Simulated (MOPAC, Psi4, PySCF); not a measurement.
Interaction energy of F4Si ··· Cl- (SMILES F[Si](F)(F)F and [Cl-]) (charge -1). Monomers: optimised at B3LYP-D3(BJ) (def2-TZVP), held rigid. Orientation: lowest of the rigid-body minima from ten starts at GFN2-xTB. The monomers approach along the line of their centres of mass (distance R); nothing else relaxes.

Levels of theory: AM1, restricted, heats of formation (MOPAC); PM3, restricted, heats of formation (MOPAC); RMP2/6-31G* = restricted MP2 (frozen core)/6-31G*, spherical d, no counterpoise correction (PySCF); SAPT0/jun-cc-pVDZ, frozen core (Psi4).

Interaction energies in kJ/mol; the last columns give the difference from SAPT0:

```json
[
 {"R / Å": "2.61", "AM1": "27.36", "PM3": "-11.74", "RMP2/6-31G*": "54.85", "SAPT0/jun-cc-pVDZ": "52.63", "AM1 − SAPT0/jun-cc-pVDZ": "-25.27", "PM3 − SAPT0/jun-cc-pVDZ": "-64.37", "RMP2/6-31G* − SAPT0/jun-cc-pVDZ": "2.22"},
 {"R / Å": "2.82", "AM1": "-11.30", "PM3": "-27.98", "RMP2/6-31G*": "8.30", "SAPT0/jun-cc-pVDZ": "10.05", "AM1 − SAPT0/jun-cc-pVDZ": "-21.35", "PM3 − SAPT0/jun-cc-pVDZ": "-38.03", "RMP2/6-31G* − SAPT0/jun-cc-pVDZ": "-1.75"},
 {"R / Å": "2.96", "AM1": "-19.76", "PM3": "-23.65", "RMP2/6-31G*": "-9.59", "SAPT0/jun-cc-pVDZ": "-5.69", "AM1 − SAPT0/jun-cc-pVDZ": "-14.07", "PM3 − SAPT0/jun-cc-pVDZ": "-17.95", "RMP2/6-31G* − SAPT0/jun-cc-pVDZ": "-3.90"},
 {"R / Å": "3.18", "AM1": "-23.02", "PM3": "-9.98", "RMP2/6-31G*": "-24.60", "SAPT0/jun-cc-pVDZ": "-18.36", "AM1 − SAPT0/jun-cc-pVDZ": "-4.67", "PM3 − SAPT0/jun-cc-pVDZ": "8.37", "RMP2/6-31G* − SAPT0/jun-cc-pVDZ": "-6.25"},
 {"R / Å": "3.41", "AM1": "-22.51", "PM3": "1.24", "RMP2/6-31G*": "-29.93", "SAPT0/jun-cc-pVDZ": "-22.63", "AM1 − SAPT0/jun-cc-pVDZ": "0.12", "PM3 − SAPT0/jun-cc-pVDZ": "23.87", "RMP2/6-31G* − SAPT0/jun-cc-pVDZ": "-7.30"},
 {"R / Å": "3.62", "AM1": "-19.60", "PM3": "6.20", "RMP2/6-31G*": "-29.81", "SAPT0/jun-cc-pVDZ": "-22.60", "AM1 − SAPT0/jun-cc-pVDZ": "3.00", "PM3 − SAPT0/jun-cc-pVDZ": "28.80", "RMP2/6-31G* − SAPT0/jun-cc-pVDZ": "-7.21"},
 {"R / Å": "3.87", "AM1": "-14.68", "PM3": "7.95", "RMP2/6-31G*": "-26.79", "SAPT0/jun-cc-pVDZ": "-20.47", "AM1 − SAPT0/jun-cc-pVDZ": "5.79", "PM3 − SAPT0/jun-cc-pVDZ": "28.42", "RMP2/6-31G* − SAPT0/jun-cc-pVDZ": "-6.32"},
 {"R / Å": "4.21", "AM1": "-9.29", "PM3": "7.57", "RMP2/6-31G*": "-21.21", "SAPT0/jun-cc-pVDZ": "-16.58", "AM1 − SAPT0/jun-cc-pVDZ": "7.30", "PM3 − SAPT0/jun-cc-pVDZ": "24.15", "RMP2/6-31G* − SAPT0/jun-cc-pVDZ": "-4.63"},
 {"R / Å": "4.64", "AM1": "-5.44", "PM3": "6.35", "RMP2/6-31G*": "-14.66", "SAPT0/jun-cc-pVDZ": "-12.11", "AM1 − SAPT0/jun-cc-pVDZ": "6.67", "PM3 − SAPT0/jun-cc-pVDZ": "18.46", "RMP2/6-31G* − SAPT0/jun-cc-pVDZ": "-2.55"},
 {"R / Å": "5.35", "AM1": "-2.50", "PM3": "4.86", "RMP2/6-31G*": "-7.27", "SAPT0/jun-cc-pVDZ": "-7.14", "AM1 − SAPT0/jun-cc-pVDZ": "4.64", "PM3 − SAPT0/jun-cc-pVDZ": "12.00", "RMP2/6-31G* − SAPT0/jun-cc-pVDZ": "-0.13"},
 {"R / Å": "6.36", "AM1": "-0.85", "PM3": "3.48", "RMP2/6-31G*": "-3.00", "SAPT0/jun-cc-pVDZ": "-3.63", "AM1 − SAPT0/jun-cc-pVDZ": "2.78", "PM3 − SAPT0/jun-cc-pVDZ": "7.11", "RMP2/6-31G* − SAPT0/jun-cc-pVDZ": "0.63"},
 {"R / Å": "7.69", "AM1": "-0.12", "PM3": "2.31", "RMP2/6-31G*": "-1.36", "SAPT0/jun-cc-pVDZ": "-1.71", "AM1 − SAPT0/jun-cc-pVDZ": "1.59", "PM3 − SAPT0/jun-cc-pVDZ": "4.02", "RMP2/6-31G* − SAPT0/jun-cc-pVDZ": "0.35"}
]
```

AM1 is furthest from SAPT0/jun-cc-pVDZ at 2.61 (-25.27 kJ/mol, below); its mean absolute difference over the points is 8.10 kJ/mol.

PM3 is furthest from SAPT0/jun-cc-pVDZ at 2.61 (-64.37 kJ/mol, below); its mean absolute difference over the points is 22.96 kJ/mol.

RMP2/6-31G* is furthest from SAPT0/jun-cc-pVDZ at 3.41 (-7.30 kJ/mol, below); its mean absolute difference over the points is 3.60 kJ/mol.
